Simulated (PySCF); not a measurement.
# How good is the calculation?

Bonds (- single, = double, # triple, : aromatic): N1-C2 1.382 Å, C2:C3 1.397 Å, C3:C4 1.383 Å, C4:C5 1.387 Å, C5:C6 1.385 Å, C6-Cl7 1.731 Å, C6:C8 1.383 Å, C8:C2 1.396 Å. N1 carries H9, H10; C3 carries H11; C4 carries H12; C5 carries H13; C8 carries H14.

The experiment to reproduce: δ ¹³C C6 135.0 ppm (measured; solution, CDCl3; Viesser, Ducati, Tormena, Autschbach, PCCP 2018 (ESI)).
δ ¹³C C6 133.4 ppm (measured; solution, DMSO-d6; Viesser, Ducati, Tormena, Autschbach, PCCP 2018 (ESI)).

- shieldings: GIAO B97-2/pcSseg-2
- PBE0-D3(BJ)/def2-TZVP structure
- code: PySCF
- equivalent nuclei averaged, no relativistic terms, a single conformation, in vacuum

Q: How close does the calculation come?

A: 
Reference values: measured (solution, CDCl3; Viesser, Ducati, Tormena, Autschbach, PCCP 2018 (ESI)).
| atoms | quantity | reference | computed | computed, scaled |
| --- | --- | --- | --- | --- |
| C6 | δ ¹³C | 135.0 | 149.0 | 137.2 |

Reference values: measured (solution, DMSO-d6; Viesser, Ducati, Tormena, Autschbach, PCCP 2018 (ESI)).
```json
{"atoms": "C6", "quantity": "δ ¹³C", "reference": "133.4", "computed": "149.0", "computed, scaled": "137.2"}
```

Computed shifts are σ(ref) − σ with the named reference compound (TMS for H and C) calculated as an isolated molecule at the same level. The measured values may be among those fitted. Shieldings were converted by linear fits to measured shifts (mostly CDCl3, TMS scale, for H and C): ¹³C (scatter 2.0 ppm rms, 2.1 ppm with the 1 outlier that the fit left out, with a fitted term for attached Cl). Occasional misses reach two or three times the rms, and more in compound classes unlike the fitted ones.

Q: How far are the unscaled ¹³C shifts from the references?

A: Mean signed difference +14.80 ppm, mean absolute 14.80 ppm over 2 comparisons; the largest is +15.6 ppm at C6 (aromatic carbon bearing chlorine).

Carbons that carry Cl, above all several Cl atoms, come out too deshielded, partly because spin–orbit coupling is missing.
